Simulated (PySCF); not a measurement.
Electron correlation in Al (aluminium, neutral)

[Ne] 3s2 3p1, 2P determinant. Calculation: PySCF 2.14, in cc-pVTZ-DK; the spin-free X2C one-electron Hamiltonian (Gaussian nucleus). Frozen: [Ne]; 3 electrons correlated.

MP2 pair energies summed by pair of shells (mhartree):

| pair | energy | share (%) |
| --- | --- | --- |
| 3s-3s | -20.49 | 57.2 |
| 3s-3p | -15.35 | 42.8 |

Total MP2 correlation energy: -35.84 mhartree.

Same-spin part -2.54 and opposite-spin part -33.29 mhartree; SCS-MP2 scales them by 1/3 and 6/5 to -40.80 mhartree.

```tsv
level	correlation energy (mhartree)
CCSD	-50.95
(T)	-1.14
CCSD(T)	-52.09
```

Diagnostics: T1 = 0.018, D1 = 0.0402, largest double amplitude 0.100.

Cost of the coupled-cluster step: 0.46 s of wall time on 1 thread of Neoverse-N1 (shared host), for 3 correlated electrons.

Iterations:

```
CC2 = 0
CCSD nocc = (np.int64(2), np.int64(1)), nmo = (29, 29)
frozen orbitals [[0, 1, 2, 3, 4], [0, 1, 2, 3, 4]]
max_cycle = 100
direct = 0
conv_tol = 1e-08
conv_tol_normt = 1e-06
diis_space = 8
diis_start_cycle = 0
Init t2, MP2 energy = -0.0358366920906043
Init E_corr(UCCSD) = -0.0358366920961687
cycle = 1  E_corr(UCCSD) = -0.0449785231193682  dE = -0.00914183102  norm(t1,t2) = 0.0599993
cycle = 2  E_corr(UCCSD) = -0.0482320198422659  dE = -0.00325349672  norm(t1,t2) = 0.0276378
cycle = 3  E_corr(UCCSD) = -0.0509228109214037  dE = -0.00269079108  norm(t1,t2) = 0.0140757
cycle = 4  E_corr(UCCSD) = -0.0509192335902513  dE = 3.57733115e-06  norm(t1,t2) = 0.0022245
cycle = 5  E_corr(UCCSD) = -0.0509537371892533  dE = -3.4503599e-05  norm(t1,t2) = 0.000338236
cycle = 6  E_corr(UCCSD) = -0.0509414003541212  dE = 1.23368351e-05  norm(t1,t2) = 7.69274e-05
cycle = 7  E_corr(UCCSD) = -0.050947128493884  dE = -5.72813976e-06  norm(t1,t2) = 2.64248e-05
cycle = 8  E_corr(UCCSD) = -0.0509456697342297  dE = 1.45875965e-06  norm(t1,t2) = 8.35947e-06
cycle = 9  E_corr(UCCSD) = -0.0509456083716783  dE = 6.13625515e-08  norm(t1,t2) = 1.06601e-06
cycle = 10  E_corr(UCCSD) = -0.050945663703561  dE = -5.53318827e-08  norm(t1,t2) = 3.67433e-07
cycle = 11  E_corr(UCCSD) = -0.0509456658585787  dE = -2.15501775e-09  norm(t1,t2) = 7.14724e-08
UCCSD converged
E(UCCSD) = -242.3653471653325  E_corr = -0.05094566585857871
UCCSD(T) correction = -0.00113898081231144
```
